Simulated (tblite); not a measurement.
Input of a run (GFN2-xTB geometry optimisation, gas phase (tblite 0.8.0)), started from a force field or distance geometry:
```
{"job": {"kind": "relax", "xc": "GFN2-xTB", "basis": "xTB"}, "charge": 0, "multiplicity": 1}
C     -3.214700     0.802200    -1.905200
O     -2.507800    -0.180500    -1.190200
C     -2.081200     0.293300     0.103200
C     -1.332100    -0.801000     0.815000
Si     0.391200    -1.127400     0.223400
N      1.321400     0.285000     0.586800
C      2.563000     0.395300     0.216200
C      3.440500    -0.557300    -0.539100
C      3.158100     1.650800     0.629800
N      3.661100     2.650600     0.939800
H     -3.517700     0.379800    -2.870800
H     -2.597300     1.678800    -2.081600
H     -4.133300     1.095600    -1.351200
H     -2.982600     0.550300     0.675600
H     -1.486600     1.211500    -0.014100
H     -1.275700    -0.550500     1.899900
H     -1.898400    -1.740000     0.753100
H      1.023800    -2.263900     0.931200
H      0.489500    -1.359300    -1.236300
H      3.023000    -0.729900    -1.534100
H      4.441700    -0.152500    -0.654000
H      3.503600    -1.511800    -0.009100
```

Output (eV, eV/Å):
```
step      E/eV     max force
  0    -831.09358    2.477
  1    -831.13998    4.656
  2    -831.18945    2.806
  3    -831.22734    1.656
  4    -831.25236    0.354
  5    -831.26092    0.315
  6    -831.27473    0.431
  7    -831.28134    0.264
  8    -831.28591    0.145
  9    -831.28977    0.199
 10    -831.29292    0.200
 11    -831.29594    0.122
 12    -831.29925    0.135
 13    -831.30248    0.170
 14    -831.30497    0.166
 15    -831.30670    0.147
 16    -831.30837    0.165
 17    -831.31046    0.153
 18    -831.31282    0.157
 19    -831.31513    0.139
 20    -831.31724    0.115
 21    -831.31921    0.120
 22    -831.32105    0.146
 23    -831.32267    0.120
 24    -831.32415    0.098
 25    -831.32571    0.126
 26    -831.32728    0.118
 27    -831.32854    0.083
 28    -831.32948    0.066
 29    -831.33030    0.091
 30    -831.33116    0.115
 31    -831.33208    0.092
 32    -831.33296    0.074
 33    -831.33381    0.068
 34    -831.33471    0.082
 35    -831.33567    0.087
 36    -831.33655    0.072
 37    -831.33730    0.064
 38    -831.33805    0.072
 39    -831.33900    0.085
 40    -831.34019    0.089
 41    -831.34139    0.086
 42    -831.34238    0.073
 43    -831.34319    0.069
 44    -831.34390    0.062
 45    -831.34448    0.051
 46    -831.34488    0.040
 47    -831.34515    0.040
 48    -831.34536    0.041
 49    -831.34556    0.034
 50    -831.34574    0.037
 51    -831.34588    0.042
 52    -831.34600    0.028
 53    -831.34611    0.023
 54    -831.34625    0.028
 55    -831.34643    0.045
 56    -831.34663    0.047
 57    -831.34683    0.035
 58    -831.34703    0.033
 59    -831.34722    0.035
 60    -831.34742    0.045
 61    -831.34762    0.033
 62    -831.34780    0.037
 63    -831.34798    0.031
 64    -831.34817    0.039
 65    -831.34833    0.036
 66    -831.34846    0.025
 67    -831.34857    0.027
 68    -831.34868    0.026
 69    -831.34882    0.026
 70    -831.34896    0.024
 71    -831.34909    0.023
 72    -831.34921    0.026
 73    -831.34938    0.040
 74    -831.34963    0.045
 75    -831.34993    0.038
 76    -831.35020    0.036
 77    -831.35038    0.031
 78    -831.35051    0.029
 79    -831.35064    0.031
 80    -831.35078    0.030
 81    -831.35090    0.034
 82    -831.35102    0.025
 83    -831.35114    0.030
 84    -831.35129    0.031
 85    -831.35144    0.037
 86    -831.35157    0.038
 87    -831.35169    0.025
 88    -831.35180    0.021
 89    -831.35190    0.020
 90    -831.35199    0.028
 91    -831.35208    0.028
 92    -831.35218    0.031
 93    -831.35228    0.026
 94    -831.35236    0.025
 95    -831.35243    0.027
 96    -831.35251    0.022
 97    -831.35260    0.023
 98    -831.35270    0.023
 99    -831.35278    0.029
100    -831.35285    0.028
101    -831.35292    0.021
102    -831.35299    0.016
103    -831.35305    0.016
104    -831.35311    0.020
105    -831.35319    0.050
106    -831.35330    0.055
107    -831.35348    0.042
108    -831.35391    0.062
109    -831.35413    0.052
110    -831.35433    0.039
111    -831.35452    0.035
112    -831.35474    0.050
113    -831.35496    0.034
114    -831.35514    0.029
115    -831.35528    0.033
116    -831.35541    0.030
117    -831.35559    0.024
118    -831.35590    0.045
119    -831.35628    0.062
120    -831.35685    0.061
121    -831.35749    0.067
122    -831.35814    0.060
123    -831.35864    0.091
124    -831.35840    0.163
125    -831.35959    0.052
126    -831.36002    0.048
127    -831.36121    0.058
128    -831.36167    0.057
129    -831.36280    0.077
130    -831.36367    0.164
131    -831.36439    0.080
132    -831.36546    0.067
133    -831.36703    0.143
134    -831.36801    0.064
135    -831.36913    0.135
136    -831.36997    0.084
137    -831.37067    0.136
138    -831.37132    0.106
139    -831.37182    0.081
140    -831.37246    0.048
141    -831.37286    0.046
142    -831.37327    0.048
143    -831.37367    0.038
144    -831.37415    0.041
145    -831.37449    0.042
146    -831.37506    0.054
147    -831.37557    0.067
148    -831.37609    0.048
149    -831.37661    0.048
150    -831.37719    0.041
151    -831.37771    0.052
152    -831.37812    0.079
153    -831.37832    0.072
154    -831.37859    0.068
155    -831.37882    0.085
156    -831.37926    0.066
157    -831.37953    0.044
158    -831.37974    0.027
159    -831.37985    0.029
160    -831.37994    0.030
161    -831.38011    0.026
162    -831.38026    0.026
163    -831.38045    0.025
164    -831.38064    0.028
165    -831.38084    0.035
166    -831.38106    0.050
167    -831.38132    0.042
168    -831.38159    0.072
169    -831.38184    0.051
170    -831.38207    0.047
171    -831.38233    0.051
172    -831.38272    0.069
173    -831.38325    0.082
174    -831.38390    0.066
175    -831.38449    0.063
176    -831.38498    0.144
177    -831.38541    0.100
178    -831.38591    0.095
179    -831.38652    0.063
180    -831.38689    0.051
181    -831.38722    0.057
182    -831.38745    0.054
183    -831.38764    0.039
184    -831.38780    0.048
185    -831.38792    0.040
186    -831.38810    0.035
187    -831.38833    0.036
188    -831.38868    0.042
189    -831.38913    0.049
190    -831.38964    0.058
191    -831.39009    0.054
192    -831.39049    0.051
193    -831.39087    0.052
194    -831.39129    0.061
195    -831.39153    0.045
196    -831.39180    0.037
197    -831.39201    0.026
198    -831.39214    0.028
199    -831.39222    0.019
200    -831.39228    0.016
201    -831.39235    0.025
202    -831.39243    0.024
203    -831.39251    0.015
204    -831.39255    0.011
205    -831.39257    0.011
206    -831.39259    0.009
```

Q: Summarise the run.

A: The energy falls by 6.9 kcal/mol over 206 L-BFGS steps, the largest force on an atom goes from 2.48 to 0.009 eV/Å, and the atoms move by 0.912 Å rms after alignment. The bond that changes most is C4–Si5 (sp3 carbon bound to silicon to SiH2 silicon), which lengthens by 0.048 Å. Bonds longer at the end by more than 0.005 Å: 3 of 21; shorter: 10. Among the angles that change most is Si5–N6–C7, from 121.5° to 134.5°. Among the dihedrals that turn most is C9–C7–C8–H22, from 122° to 166°. The energy rose by more than 1e-5 eV at step 124. The first step brought 16 % of the lowering.

Q: What are the final bond lengths?

A: C1–O2 1.401 Å, O2–C3 1.412 Å, C3–C4 1.516 Å, C4–Si5 1.899 Å, Si5–N6 1.726 Å, N6=C7 1.256 Å, C7–C8 1.499 Å, C7–C9 1.434 Å, C9≡N10 1.146 Å, C1–H11 1.089 Å, C1–H12 1.097 Å, C1–H13 1.097 Å, C3–H14 1.102 Å, C3–H15 1.099 Å, C4–H16 1.088 Å, C4–H17 1.088 Å, Si5–H18 1.477 Å, Si5–H19 1.457 Å, C8–H20 1.090 Å, C8–H21 1.089 Å, C8–H22 1.086 Å. Numbering counts from 1 in the input's order; the species is `COCC[SiH2]/N=C(\C)C#N`.

GFN2-xTB frequencies show an imaginary mode (28i cm⁻¹), so the point is no minimum at that level. 3 starts were optimised and ended at 0.00, 0.24 and 0.63 kcal/mol (GFN2-xTB); the lowest of these is shown.

All values are computed, not measured.
